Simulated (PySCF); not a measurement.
Computed shifts of a molecule C₃H₅ClOSi, PBE0/pcSseg-1 run with PySCF, GIAO, gas phase, atoms alike by connectivity averaged where their shifts nearly agree, in ppm (number of nuclei): ²⁹Si: 16.8 (1). ¹³C: 180.4 (1), 96.7 (1), 66.5 (1). ¹H: 7.61 (1), 6.10 (1), 5.34 (1), 4.23 (1), 4.12 (1). References: ³⁵Cl against HCl (σ = 945.9 ppm); ²⁹Si against TMS (σ = 352.7 ppm); ¹³C against TMS (σ = 186.3 ppm); ¹⁷O against H2O (σ = 334.2 ppm); ¹H against TMS (σ = 31.56 ppm), references at their B3LYP-D3(BJ)/def2-TZVP geometries, non-relativistic (without spin–orbit terms, shifts of atoms bonded to Cl or Br come out too high). Geometry optimised at r2SCAN-D4/def2-SVP. The values are those of a single conformer.

**Question.** Pick the molecule that these values belong to.
(A) [SiH3]C1=C(Cl)OC1
(B) Cl[SiH2]C1=COC1
(C) C=C1OC[Si@H]1Cl
(D) Cl[Si@@H]1C=COC1

**Answer.** D, Cl[Si@@H]1C=COC1
